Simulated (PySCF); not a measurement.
From one molecule to another.

First species: C4H6OSSi.
Atom-mapped SMILES: `[SiH3:1][S:2][c:3]1[cH:4][cH:5][cH:6][o:7]1` (hydrogens: H8, H9, H10 on Si1; H11 on C4; H12 on C5; H13 on C6)

Structure used (GFN2-xTB), in Å, numbered top down from 1:
```xyz
13
C4H6OSSi angstrom
Si     2.5652    0.1614    0.0857
S      1.2953   -1.0289   -1.2036
C     -0.2079   -0.4789   -0.5312
C     -1.5044   -0.7941   -0.8152
C     -2.2887   -0.0142    0.0715
C     -1.4193    0.7101    0.8216
O     -0.1442    0.4335    0.4610
H      2.2641    1.5617   -0.1705
H      2.3108   -0.2512    1.4580
H      3.8835   -0.2308   -0.3863
H     -1.8431   -1.4895   -1.5535
H     -3.3574    0.0000    0.1342
H     -1.5585    1.4213    1.6103
```

Second species: C4H6OSSi.
SMILES: `CS[Si@H]1C=CC1=O`

Levels: CAM-B3LYP/def2-SVPD for dipole moment, HOMO energy, LUMO energy, HOMO–LUMO gap, static isotropic polarisability and electronic spatial extent ⟨r²⟩ about the centre of nuclear charge; TDDFT CAM-B3LYP/def2-SVPD for lowest singlet excitation; TDA CAM-B3LYP/def2-SVPD for lowest triplet excitation (Tamm–Dancoff); GFN2-xTB for rotational constant A and rotational constant C. Geometries: GFN2-xTB. Each species is one conformer at its optimised geometry, gas phase, non-relativistic unless stated; the electronic structure was computed with PySCF and density fitting.

The conformers computed, where there is a choice (atom-mapped SMILES and torsion angles):
- `[SiH3:1][S:2][c:3]1[cH:4][cH:5][cH:6][o:7]1`: Si1–S2–C3–C4 -179°
- `[CH3:1][S:2][Si@H:3]1[CH:4]=[CH:5][C:6]1=[O:7]`: C1–S2–Si3–C4 -57°

Task: Which of the two has the higher rotational constant C, and by how much?

Result: The second: 1.178 GHz against 1.013 GHz, a difference of 0.165 GHz.

Task: Which has the higher dipole moment?

Result: The second: 3.06 D against 1.31 D, a difference of 1.75 D.

Task: Which has the higher ⟨r²⟩?

Result: The first: 1122 bohr² against 1091 bohr², a difference of 31 bohr².

Task: Which of the two has the higher static isotropic polarisability, and by how much?

Result: The first: 94.9 au against 93.7 au, a difference of 1.2 au.

Task: Which has the higher LUMO energy?

Result: The first: 0.79 eV against -0.80 eV, a difference of 1.59 eV.

Task: Which has the higher HOMO energy?

Result: The first: -7.21 eV against -8.09 eV, a difference of 0.88 eV.

Task: Which of the two has the higher T1 energy, and by how much?

Result: The first: 3.68 eV against 2.71 eV, a difference of 0.97 eV.

Task: Which of the two has the higher HOMO–LUMO gap, and by how much?

Result: The first: 8.00 eV against 7.29 eV, a difference of 0.71 eV.

On the first: The principal polarisabilities are 66.4, 94.8 and 123.6 au; their mean is the isotropic value. The polarisability is 14.07 Å³ as a volume (1 au = 0.148185 Å³), or 1.40 au for each of the 68 electrons.

On the second: The polarisability is 13.89 Å³ as a volume (1 au = 0.148185 Å³), or 1.38 au for each of the 68 electrons. The 8 singlets span 3.20 to 6.27 eV, and their oscillator strengths add up to 0.20.
